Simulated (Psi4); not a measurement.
# MP2, SCS-MP2 and SOS-MP2 from spin components

System: C$_{2}$H$_{6}$AlCl$_{2}$N (SMILES C[N](C)[Al]([Cl])[Cl]), singlet, at a GFN2-xTB geometry (such geometries of metal compounds can be far from the true shape). Level: MP2/STO-3G in Psi4. Sums are taken with unrounded values, so a last digit can differ.

Here is a job for Psi4.
```
memory 2 GB

molecule {
0 1
  Al   -0.29200754   -0.08798640   -0.21252344
  Cl   -1.00762429   -1.98524553   -0.19452171
  Cl   -1.14899177    1.33542370   -1.37506606
  N     1.11879150    0.33710921    0.81425781
  C     1.80544615   -0.60439799    1.68197823
  C     1.70890462    1.66332633    0.87577052
  H     2.85893858   -0.70124193    1.39730832
  H     1.76350798   -0.27545404    2.72615210
  H     1.33094167   -1.58142108    1.60387867
  H     1.66391079    2.06404652    1.89442693
  H     2.75934139    1.63825863    0.56558315
  H     1.16428543    2.33327167    0.21215065
}

set basis sto-3g
set freeze_core true

energy('mp2')
print_variables()
```

It gave an SCF energy of -1280.453466 Eh, a same-spin correlation energy of -0.025057 Eh and an opposite-spin one of -0.155942 Eh.

Work out the MP2, SCS-MP2 (6/5 and 1/3) and SOS-MP2 (1.3 and 0) correlation and total energies.

MP2: -0.155942 + (-0.025057) = -0.180999 Eh, total -1280.634465 Eh, as the program printed. SCS-MP2: 1.2 × (-0.155942) + (-0.025057)/3 = -0.195483 Eh, total -1280.648948 Eh. SOS-MP2: 1.3 × (-0.155942) = -0.202724 Eh, total -1280.656190 Eh. Opposite spins carry 86 % of the MP2 correlation; same-spin pairs are already kept apart by exchange.
